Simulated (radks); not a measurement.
Task: The europium ion Eu7+, 56 electrons, occupied as [Kr] 4d10 4f5 5s2 5p3 (the NIST ground configuration). All-electron calculation, scalar-relativistic Kohn-Sham, LDA (Slater exchange, Perdew-Wang correlation), spin-unpolarised, spherical densities, finite nucleus; Fermi nuclear charge, rms radius 5.1115 fm. Program: a radial shooting solver on a logarithmic mesh with Libxc functionals. Some entries of the table are withheld. Estimate them.

orbital  occ.  eigenvalue (eV)  r(max) (bohr)
1s          2        -48423.30        0.01421
2s          2        -8042.422        0.08063
2p          6        -7181.220            (1)
3s          2        -1853.161            (2)
3p          6              (3)         0.2246
3d         10        -1225.408            (4)
4s          2        -451.4786         0.5266
4p          6        -362.7809            (5)
4d         10        -238.9301         0.5703
5s          2        -136.1170          1.178
5p          3        -111.0286            (6)
4f          5        -103.6217         0.5711

Result: 
(1) 2p r(max) (bohr): 0.06514
(2) 3s r(max) (bohr): 0.2291
(3) 3p eigenvalue (eV): -1585.034
(4) 3d r(max) (bohr): 0.1837
(5) 4p r(max) (bohr): 0.5492
(6) 5p r(max) (bohr): 1.297
